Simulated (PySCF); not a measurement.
ZrI₃, SMILES [I][Zr+]([I])[I], charge +1, multiplicity 1.

The structure is a stationary point at PBE0-D3(BJ)/def2-SVP. The multiplicity is an assumed one; no other spin state was optimised. The isomer is the one that the SMILES or the coordinates give; other isomers of the formula were not compared. The def2 effective core potentials stand for the cores of I, Zr; spin–orbit coupling is left out.

These are PBE0/def2-TZVP run with PySCF values and carry that method's errors.

Computed frontier levels, gap, dipole moment and polarisability:
```
Item                                                                 Value
------------------------------------------------  ------------------------
highest occupied level                                           -12.05 eV
lowest empty level                                                -8.18 eV
orbital gap                                                        3.87 eV
dipole moment about the centre of nuclear charge                    3.67 D
mean static polarisability                          138.3 bohr³ (20.49 Å³)
polarisability, principal values                  88.7, 163.0, 163.0 bohr³
```
